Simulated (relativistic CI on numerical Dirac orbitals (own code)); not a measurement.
## Energy levels of B III

Calculated at this level of theory: Dirac-Coulomb-Breit CI, KLI orbitals optimised for each configuration, model QED, valence Slater integrals scaled by 0.85, configuration energies shifted to the measured levels that pair with them (semi-empirical) (own radial code, finite nucleus).

CI space (outside the closed core 1s2): 2s, 2p, 3s, 3p, 3d, 4s, 4d, 5s, 5p, 6d, 4p, 4f. Levels of other configurations are missing.

The lowest level is 2s 2S_1/2, with 100 % of that term; Hund's rules for 2s give 2S with J = 1/2, in agreement.

```csv
No.,Configuration,Term,J,E (cm⁻¹),%,Lifetime (s),jj configuration (%)
1,2s,2S,1/2,0.0,100,,2s (100)
2,2p,2P°,1/2,48360.3,100,5.21e-09,2p1/2 (100)
3,2p,2P°,3/2,48390.8,100,5.20e-09,2p3/2 (100)
4,3s,2S,1/2,180201.8,100,6.24e-10,3s (100)
5,3p,2P°,1/2,192950.3,100,8.30e-10,3p1/2 (100)
6,3p,2P°,3/2,192958.3,100,8.31e-10,3p3/2 (100)
7,3d,2D,3/2,196068.3,100,1.76e-10,3d3/2 (100)
8,3d,2D,5/2,196071.2,100,1.76e-10,3d5/2 (100)
9,4s,2S,1/2,237695.5,100,1.02e-09,4s (100)
10,4p‡,2P°,1/2,242756.3,100,1.29e-09,4p1/2 (100)
11,4p‡,2P°,3/2,242759.2,100,1.30e-09,4p3/2 (100)
12,4d,2D,3/2,244137.7,100,4.02e-10,4d3/2 (100)
13,4d,2D,5/2,244138.9,100,4.02e-10,4d5/2 (100)
14,4f‡,2F°,5/2,246267.0,100,7.84e-10,4f5/2 (100)
15,4f‡,2F°,7/2,246267.7,100,7.84e-10,4f7/2 (100)
16,5s,2S,1/2,263156.2,100,1.70e-09,5s (100)
17,5p,2P°,1/2,265718.3,100,2.14e-09,5p1/2 (100)
18,5p,2P°,3/2,265719.7,100,2.14e-09,5p3/2 (100)
19,6d,2D,3/2,278473.4,100,,6d3/2 (100)
20,6d,2D,5/2,278473.7,100,,6d5/2 (100)
```

Energies count from the lowest computed level; ° marks odd parity; lifetimes are radiative, by E1, M1, E2, M2, E3 decay to levels of this space only; some are left blank where a channel outside the calculation adds to the decay or the decay crosses a small, uncertain gap. Filled j subshells are mostly left out of the jj labels. ‡ marks configurations that were not tied to measured data.

The mean weight of the leading LS term, summed over parents, in these 20 levels is 100 %, and that of the leading jj configuration (from the same eigenvectors) 100 %.

Configurations whose levels could be paired with our table of measured levels were shifted onto them, all but the ground configuration, by the median error of their levels; single terms can still be off by 1,000 to 2,000 cm⁻¹ or more, and rates follow the energies as ν³ (E1, M1) or ν⁵ (E2). The others borrow a shift and can be off by several thousand cm⁻¹ or more. The fine structure of a lone outer electron comes out too small, for d and f at times inverted, and misplaced configurations move strength between like terms. 11 of the 11 excited levels that our extract of the measured tables holds in this range could be paired (the sources list more); they are missed by 1 cm⁻¹ on average and 2 at most, after the shifts were fitted to these levels, and levels without a partner can miss by more.
